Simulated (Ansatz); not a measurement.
One change: `C[SiH](O)F` becomes `CO[SiH](O)F`.

Ansatz, PBE0-D4/def2-TZVP geometries, multiplicity 1. Each molecule was computed in one conformer, which needn't be the lowest.

| property | `C[SiH](O)F` |
| --- | --- |
| zero-point energy (PBE0-D4/def2-TZVP) / kJ/mol | 164.6 |
| HOMO energy (B3LYP/def2-TZVPP) / eV | -8.69 |
| LUMO energy (ωB97M-V/def2-TZVPP) / eV | 2.14 |
| HOMO energy (PBE0/def2-TZVPP) / eV | -8.90 |
| LUMO energy (PBE/def2-TZVPP) / eV | -0.17 |
| size of the dipole moment (PBE/def2-TZVPP) / D | 2.10 |

Question: Give the same properties after the change, and the shifts. (Best estimate.)

Answer: The calculation gave: 
```tsv
property	`CO[SiH](O)F`	shift
zero-point energy (PBE0-D4/def2-TZVP) / kJ/mol	181.0	16.4
HOMO energy (B3LYP/def2-TZVPP) / eV	-8.49	0.20
LUMO energy (ωB97M-V/def2-TZVPP) / eV	2.37	0.23
HOMO energy (PBE0/def2-TZVPP) / eV	-8.73	0.17
LUMO energy (PBE/def2-TZVPP) / eV	-0.04	0.13
size of the dipole moment (PBE/def2-TZVPP) / D	1.70	-0.40
```

The zero-point energy changes by 16.4 kJ/mol with +3 modes. Dipoles are sizes alone; their direction can turn.

B3LYP here is the variant with VWN-RPA as its local correlation; programs differ in this.
